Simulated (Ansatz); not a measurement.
Geometry optimisation, Ansatz, UKS revPBE/6-31G*.

input.yaml

```yaml
crystal:
  periodic: [false, false, false]
  atoms:
    - { symbol: Si, position_ang: [-0.9569, 0.618, 0.5946] }
    - { symbol: O, position_ang: [0.0195, -0.6239, 1.0866] }
    - { symbol: B, position_ang: [0.6037, -1.1408, -0.1478] }
    - { symbol: S, position_ang: [2.4036, -0.5142, -0.6875] }
    - { symbol: H, position_ang: [-0.14115, -0.59585, 2.06308] }
    - { symbol: H, position_ang: [-0.2134, 1.7462, -0.0509] }
    - { symbol: H, position_ang: [-1.9924, 0.166, -0.3569] }
    - { symbol: H, position_ang: [0.1492, -1.9986, -0.739] }
    - { symbol: H, position_ang: [1.7637, 0.4879, -1.4565] }
magnetization:
  spin_polarized: true
basis:
  gaussian: { orbitals: "6-31G*" }
hamiltonian:
  xc: revpbe
relax:
  f_tol: 0.02
  max_steps: 50
output:
  orbitals: {}
```

Launched with:

```bash
$ ansatz run input.yaml --threads 2 --pin off --max-ram 3072MiB --backend cpu --events-out ev --progress --plain --runs-dir out
```

Where does it end, and by what steps?

It converged. After 32 steps the energy has fallen by 2.817 eV; H9 moved furthest, 1.67 Å. Joined: B3–H6 (3.00 → 1.35 Å).

| step | energy less start (eV) | largest force component (eV/Å) | accepted |
| --- | --- | --- | --- |
| 0 | 0.0000 | 4.556 | yes |
| 2 | -1.5462 | 0.931 | yes |
| 4 | -1.8754 | 1.023 | yes |
| 6 | -2.1721 | 0.987 | yes |
| 8 | -2.4682 | 1.415 | yes |
| 10 | -2.5638 | 0.394 | yes |
| 12 | -2.5768 | 0.107 | yes |
| 14 | -2.5787 | 0.078 | yes |
| 16 | -2.5851 | 0.209 | yes |
| 18 | -2.6025 | 0.270 | yes |
| 20 | -2.7079 | 0.419 | yes |
| 22 | -2.7629 | 0.197 | yes |
| 24 | -2.7907 | 0.308 | yes |
| 26 | -2.8034 | 0.185 | yes |
| 28 | -2.8138 | 0.149 | yes |
| 30 | -2.8164 | 0.038 | yes |
| 32 | -2.8166 | 0.011 | yes |

```xyz
9
Properties=species:S:1:pos:R:3
Si -1.228 0.735 1.012
O -0.142 -0.856 0.979
B 0.337 -0.301 -0.394
S 2.149 0.248 -0.378
H 0.613 -0.746 1.604
H -0.323 0.880 -0.427
H -2.319 0.019 0.206
H -0.078 -0.970 -1.301
H 2.626 -0.865 -0.996
```

Whether the end is a true minimum wasn't checked by a vibrational analysis.

The run took 80 s on 2 threads of Arm Neoverse V2, on a shared host, peak memory 0.18 GiB.
